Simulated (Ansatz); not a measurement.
```yaml
crystal:
  periodic: [false, false, false]
  atoms:
    - {symbol: C, position_ang: [-0.639896, -0.336925, -0.814431]}
    - {symbol: S, position_ang: [-0.270446, -1.705678, 0.360516]}
    - {symbol: Sn, position_ang: [0.621040, 0.477774, 0.673823]}
    - {symbol: H, position_ang: [-1.677719, -0.019132, -0.820666]}
    - {symbol: H, position_ang: [-0.221187, -0.472295, -1.806616]}
    - {symbol: H, position_ang: [-0.033292, 1.354906, 1.964080]}
    - {symbol: H, position_ang: [2.282899, 0.633250, 0.397593]}
basis:
  gaussian: {orbitals: ANO-RCC-VTZP}
magnetization: {spin_polarized: true, initial_magnetization: 1}
hamiltonian: {xc: {name: B2GP-PLYP}}
scf: {lower_state_search: light}
```

```sh
$ ansatz run in.yaml --threads 2 --pin off --events-out ev --progress --plain --max-ram 4352MiB
```

Output, abridged:

```
Error: a molecule whose nuclei and cores have a total charge of 76 cannot have a net charge of 0 together with 1 unpaired electrons
```

In this input the number of unpaired electrons doesn't fit the electron count. The program refused the input.
